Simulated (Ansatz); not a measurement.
[SiMe3]- (C3H9Si⁻), relaxed as a singlet with RKS PBE0-D4/def2-SVPD in Ansatz, starting from the GFN2-xTB geometry. Force threshold 0.02 eV/Å.

The highest occupied level of the charge -1 singlet lies above zero (up to 0.47 eV). By energy differences its removal costs 1.33 eV (vertical, to the charge 0 doublet, at PBE0-D4/def2-TZVPD).

Start:

Cartesian coordinates in Å:
```
Si 0.789 -0.266 -0.443
C -0.291 -1.643 0.357
H -0.606 -2.369 -0.396
H -1.200 -1.275 0.851
H 0.283 -2.194 1.106
C -0.546 0.659 -1.474
H -1.438 0.948 -0.904
H -0.883 0.041 -2.309
H -0.130 1.572 -1.906
C 0.964 0.941 1.046
H 1.439 1.872 0.729
H 1.604 0.507 1.818
H 0.014 1.208 1.525
```

**Question.** Estimate the energy that the relaxation releases and the steps that it takes.

**Answer.** 0.07 eV, in 5 steps; 10 s on 4 threads of Arm Neoverse V1 on a shared host. No frequencies were taken in this run, so the end may be a saddle point.

**Question.** Does the start keep its bonding and symmetry?

**Answer.** By distances, no bond broke or formed. The bond that changes most is Si1–C2, from 1.92 to 1.96 Å (atoms count from 1). Point group C3v at the start, C3v at the end, both within 0.05 Å.

**Question.** Predict the relaxed structure.

**Answer.** 
Cartesian coordinates in Å:
```
Si 0.8769 -0.2946 -0.4924
C -0.2780 -1.6357 0.3497
H -0.6417 -2.3724 -0.3878
H -1.1673 -1.1764 0.8301
H 0.2649 -2.2015 1.1270
C -0.5327 0.6510 -1.4723
H -1.3976 0.8988 -0.8217
H -0.9123 0.0449 -2.3135
H -0.1580 1.5965 -1.9020
C 0.9689 0.9316 1.0338
H 1.4286 1.8940 0.7482
H 1.5839 0.5121 1.8492
H -0.0357 1.1519 1.4519
```
Bond lengths: 3 × C–Si 1.96 Å; 9 × C–H 1.10 to 1.11 Å.
